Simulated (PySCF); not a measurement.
Compound: C6H10O2Si.
SMILES with atom numbers: `[CH3:1][C:2](=[O:3])[O:4][SiH:5]1[CH2:6][CH:7]=[CH:8][CH2:9]1` (hydrogens: H10, H11, H12 on C1; H13 on Si5; H14, H15 on C6; H16 on C7; H17 on C8; H18, H19 on C9)

The same species was optimised twice, with GFN2-xTB and with PBE0-D3(BJ)/def2-SVP (PySCF), and the same property calculations (PySCF, gas phase) were run on both structures.

```
      coordinate  GFN2-xTB  PBE0-D3(BJ)/def2-SVP  change
      O4–Si5 (Å)     1.671                 1.727  +0.056
       C7=C8 (Å)     1.322                 1.342  +0.020
      Si5–C9 (Å)     1.902                 1.883  -0.019
      Si5–C6 (Å)     1.899                 1.886  -0.013
       C2–O4 (Å)     1.328                 1.336  +0.008
       C6–C7 (Å)     1.500                 1.508  +0.008
       C2=O3 (Å)     1.201                 1.208  +0.007
       C8–C9 (Å)     1.502                 1.506  +0.004
       C1–C2 (Å)     1.502                 1.498  -0.004
   C2–O4–Si5 (°)     119.8                 116.3    -3.5
   C6–Si5–C9 (°)      94.2                  96.8    +2.6
   O4–Si5–C9 (°)     115.5                 113.0    -2.5
   Si5–C6–C7 (°)     103.7                 102.2    -1.5
   Si5–C9–C8 (°)     103.6                 102.4    -1.2
    O3–C2–O4 (°)     122.0                 121.6    -0.4
    C1–C2–O4 (°)     112.7                 113.1    +0.4
    C7–C8–C9 (°)     119.1                 119.3    +0.2
C1–C2–O4–Si5 (°)       178                   180      +2
C2–O4–Si5–C6 (°)       174                   171      -3
```

Rotational constants: A = 3295, B = 816.6, C = 739.5 MHz (GFN2-xTB) against A = 3178, B = 838.6, C = 760.2 MHz (PBE0-D3(BJ)/def2-SVP). Point groups within 0.08 Å: C1 and C1.

On the GFN2-xTB structure: HOMO (eV) -7.14 [PBE0/pcSseg-1]; LUMO (eV) 0.09 [PBE0/pcSseg-1]; dipole (D) 1.85 [PBE0/pcSseg-1]; GIAO shielding of C1 (ppm) 162.9 [PBE0/pcSseg-1]; GIAO shielding of C2 (ppm) 9.1 [PBE0/pcSseg-1]; GIAO shielding of O3 (ppm) -136.3 [PBE0/pcSseg-1]; GIAO shielding of O4 (ppm) 121.3 [PBE0/pcSseg-1]; GIAO shielding of Si5 (ppm) 334.5 [PBE0/pcSseg-1]; GIAO shielding of C6/C9 (mean) (ppm) 166.1 [PBE0/pcSseg-1]; GIAO shielding of C7/C8 (mean) (ppm) 49.2 [PBE0/pcSseg-1].

**Question.** What do these properties become on the PBE0-D3(BJ)/def2-SVP structure?

**Answer.** 
```tsv
property	level	on GFN2-xTB	on PBE0-D3(BJ)/def2-SVP	change
HOMO (eV)	PBE0/pcSseg-1	-7.14	-7.17	-0.03
LUMO (eV)	PBE0/pcSseg-1	0.09	0.10	+0.01
dipole (D)	PBE0/pcSseg-1	1.85	1.74	-0.11
energy, GFN2-xTB geometry as zero (kcal/mol)	PBE0/pcSseg-1	0.0	-2.1	-2.1
GIAO shielding of C1 (ppm)	PBE0/pcSseg-1	162.9	161.8	-1.1
GIAO shielding of C2 (ppm)	PBE0/pcSseg-1	9.1	6.0	-3.1
GIAO shielding of O3 (ppm)	PBE0/pcSseg-1	-136.3	-140.8	-4.5
GIAO shielding of O4 (ppm)	PBE0/pcSseg-1	121.3	106.7	-14.6
GIAO shielding of Si5 (ppm)	PBE0/pcSseg-1	334.5	325.0	-9.5
GIAO shielding of C6/C9 (mean) (ppm)	PBE0/pcSseg-1	166.1	165.7	-0.4
GIAO shielding of C7/C8 (mean) (ppm)	PBE0/pcSseg-1	49.2	44.2	-5.0
```

The heavy atoms differ by 0.087 Å rms after alignment. Among bonds between heavy atoms O4–Si5 changes most (+0.056 Å). Changes are differences of the printed values. Neither structure is proved a minimum here.
